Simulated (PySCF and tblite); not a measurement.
The numbers below are computed, except where a source is named.
# Rearrangement: stationary points, barriers and rates

System: C₆H₈N₂O, numbered as in [CH3:1][CH2:2][C:3](=[O:4])[c:5]1[cH:6][n:7][nH:8][cH:9]1.

Motion: shift of H on N8 from N8 to N7. Geometries: PBE0-D3(BJ)/def2-SVP; energies: PBE0/pcSseg-1 + D3(BJ), IEF-PCM acetonitrile; zero-point and thermal terms from GFN2-xTB harmonic modes (soft modes blended into free rotors). Rates follow Eyring's equation with the number of equivalent paths and no tunnelling. Run with tblite and PySCF.

```tsv
point	symmetry	E(GFN2) kcal/mol	E(DFT) kcal/mol	ZPE change kcal/mol	lowest mode cm⁻¹	dipole D
start	Cs	0.0	0.0	0.00	47	2.19
saddle	C1	47.4	55.5	-4.29	1614i	3.69
end	Cs	1.0	-0.1	-0.04	44	6.80
```

```json
{"Electronic barrier": "55.5 kcal/mol", "Barrier with zero-point energy": "51.2 kcal/mol", "ΔH‡ (298 K)": "51.2 kcal/mol", "ΔS‡ (298 K, symmetry apart)": "0.3 cal/(mol K)", "Paths": "2 equivalent paths", "End point": "a different minimum", "Cost": "7.9 min on 1 thread of Arm Neoverse V1 (shared host) (rough), peak memory 0.98 GiB, launched as `OMP_NUM_THREADS=1 python ens_run.py task.json out`"}
```

| T/K | ΔG‡ kcal/mol | k s⁻¹ | ΔG kcal/mol | k back s⁻¹ |
| --- | --- | --- | --- | --- |

ΔG and ΔG‡ leave out symmetry numbers and mirror images; rates count paths: 2 out, 2 back.

Tunnelling of the moving H, left out here, will speed the real process. In real samples such hydrogens mostly exchange between molecules or through solvent, far faster than by this path.
